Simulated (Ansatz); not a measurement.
The pair A = CH4 (SMILES C) (first 5 atoms), B = N2 (SMILES N#N); geometry from B3LYP-D3(BJ)/def2-TZVP.
(charge 0, multiplicity 1):
| atom | x (Å) | y (Å) | z (Å) |
|---|---|---|---|
| C | 0.0247 | -0.0491 | -0.0808 |
| H | 0.9642 | 0.3952 | 0.2449 |
| H | -0.0788 | -1.0406 | 0.3579 |
| H | -0.8043 | 0.5791 | 0.2420 |
| H | 0.0184 | -0.1295 | -1.1668 |
| N | 0.0701 | -0.4064 | 3.5192 |
| N | -0.1943 | 0.6512 | 3.4837 |

Correlated levels freeze the cores. MP2 and its Hartree–Fock in aug-cc-pVQZ are density fitted.

Run with Ansatz (Gaussian orbitals). Each number belongs to the level named beside it.

The counterpoise-corrected interaction energy is E(AB) − E(A in the pair's basis) − E(B in the pair's basis). Total energies (hartree):

| level | AB | A in the pair's basis | B in the pair's basis |
|---|---|---|---|
| HF/aug-cc-pVTZ | -149.1989638 | -40.2135813 | -108.9860040 |
| MP2/aug-cc-pVTZ | -149.7790647 | -40.4145009 | -109.3637959 |
| HF/aug-cc-pVQZ | -149.2083462 | -40.2162102 | -108.9927650 |
| MP2/aug-cc-pVQZ | -149.8208262 | -40.4273227 | -109.3927005 |
| CCSD(T)/aug-cc-pVTZ | -149.8223391 | -40.4409896 | -109.3806767 |

Problem. Work out the counterpoise-corrected interaction energy at the basis-set limit: extrapolate the MP2 correlation part as X⁻³, take Hartree–Fock from the larger set, and add the CCSD(T) − MP2 difference of aug-cc-pVTZ.

Solution. 
1. Differences (1 hartree = 627.509 kcal/mol): HF/aug-cc-pVTZ 0.390; MP2/aug-cc-pVTZ -0.482; HF/aug-cc-pVQZ 0.395; MP2/aug-cc-pVQZ -0.504; CCSD(T)/aug-cc-pVTZ -0.422.
2. Correlation parts, MP2 less HF: -0.872 in aug-cc-pVTZ (X = 3), -0.899 in aug-cc-pVQZ (X = 4).
3. Limit (4³·(-0.899) − 3³·(-0.872))/(4³ − 3³) = -0.918; with HF/aug-cc-pVQZ it gives -0.523.
4. CCSD(T) less MP2 in aug-cc-pVTZ: 0.060.
Result: -0.46 kcal/mol, against -0.48 at MP2/aug-cc-pVTZ. It is an estimate of this method's limit, not of the exact value.

Ansatz is a first-principles code.
